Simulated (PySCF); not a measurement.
Spinor energies of Zr²⁺ (zirconium, charge +2)

Start: [Kr] 4d1 5s1; 4d5/2 filled at m_j = +5/2; 5s1/2 filled at m_j = +1/2. Calculated with PySCF 2.14 in x2c-TZVPall-2c with one added diffuse shell each of s, p, d type (9s10p8d1f, 86 functions): generalised Hartree-Fock with the X2C-1e Hamiltonian and a Gaussian nucleus; one run each with spin-orbit coupling (SO) switched off, then screened by Boettger's factors. This is a chosen level, not necessarily the ground level.

```json
{"spinor shell": "1s1/2", "electrons": "2", "ε, spin-free (eV)": "-18116.7", "ε, screened SO (eV)": "-18115.9", "weight of nominal j (screened SO)": "1.000", "rms radius, screened SO (bohr)": "0.0426"}
{"spinor shell": "2s1/2", "electrons": "2", "ε, spin-free (eV)": "-2598.5", "ε, screened SO (eV)": "-2598.3", "weight of nominal j (screened SO)": "1.000", "rms radius, screened SO (bohr)": "0.176"}
{"spinor shell": "2p1/2", "electrons": "2", "ε, spin-free (eV)": "-2313.1", "ε, screened SO (eV)": "-2372.3", "weight of nominal j (screened SO)": "1.000", "rms radius, screened SO (bohr)": "0.154"}
{"spinor shell": "3s1/2", "electrons": "2", "ε, spin-free (eV)": "-472.81", "ε, screened SO (eV)": "-472.79", "weight of nominal j (screened SO)": "1.000", "rms radius, screened SO (bohr)": "0.488"}
{"spinor shell": "3p1/2", "electrons": "2", "ε, spin-free (eV)": "-377.10", "ε, screened SO (eV)": "-386.96", "weight of nominal j (screened SO)": "1.000", "rms radius, screened SO (bohr)": "0.489"}
{"spinor shell": "3p3/2", "electrons": "4", "ε, spin-free (eV)": "-377.10", "ε, screened SO (eV)": "-372.48", "weight of nominal j (screened SO)": "1.000", "rms radius, screened SO (bohr)": "0.499"}
{"spinor shell": "3d3/2", "electrons": "4", "ε, spin-free (eV)": "-219.87", "ε, screened SO (eV)": "-221.35", "weight of nominal j (screened SO)": "0.998", "rms radius, screened SO (bohr)": "0.493"}
{"spinor shell": "3d5/2", "electrons": "6", "ε, spin-free (eV)": "-219.87", "ε, screened SO (eV)": "-218.88", "weight of nominal j (screened SO)": "0.999", "rms radius, screened SO (bohr)": "0.497"}
{"spinor shell": "4s1/2", "electrons": "2", "ε, spin-free (eV)": "-86.389", "ε, screened SO (eV)": "-86.400", "weight of nominal j (screened SO)": "1.000", "rms radius, screened SO (bohr)": "1.29"}
{"spinor shell": "4p3/2", "electrons": "4", "ε, spin-free (eV)": "-58.485", "ε, screened SO (eV)": "-57.996", "weight of nominal j (screened SO)": "0.960", "rms radius, screened SO (bohr)": "1.46"}
{"spinor shell": "4p1/2", "electrons": "2", "ε, spin-free (eV)": "-58.485", "ε, screened SO (eV)": "-59.589", "weight of nominal j (screened SO)": "0.921", "rms radius, screened SO (bohr)": "1.43"}
{"spinor shell": "4d5/2", "electrons": "1", "ε, spin-free (eV)": "-25.426", "ε, screened SO (eV)": "-25.362", "weight of nominal j (screened SO)": "1.000", "rms radius, screened SO (bohr)": "2.08"}
{"spinor shell": "5s1/2", "electrons": "1", "ε, spin-free (eV)": "-20.124", "ε, screened SO (eV)": "-20.130", "weight of nominal j (screened SO)": "1.000", "rms radius, screened SO (bohr)": "3.43"}
```

Q: Where does 2p3/2 lie, and what is the 2p spin-orbit splitting (screened SO)?

A: At -2285.2 eV, 87.072 eV above 2p1/2.

```json
{"quantity": "E (hartree)", "spin-free": "-3595.27801", "screened SO": "-3595.62273"}
{"quantity": "M_J", "spin-free": "3", "screened SO": "3"}
{"quantity": "⟨J²⟩", "spin-free": "12.006", "screened SO": "12.006"}
{"quantity": "⟨L²⟩", "spin-free": "6.005", "screened SO": "6.012"}
{"quantity": "⟨S²⟩", "spin-free": "2.001", "screened SO": "2.009"}
```

Each row is a mean over spinors that exchange with the open shell spreads, by up to 3.711 eV (4p3/2).

Breit and QED terms are absent; they matter most for the inner s and p1/2 levels.

Densities and radii are taken from the X2C orbitals without a picture-change correction, which distorts them close to the nucleus.

Without spin-orbit coupling the j labels of p, d and f shells carry no meaning; the spin-free column gives the mean over the occupied spinors of each nl shell.
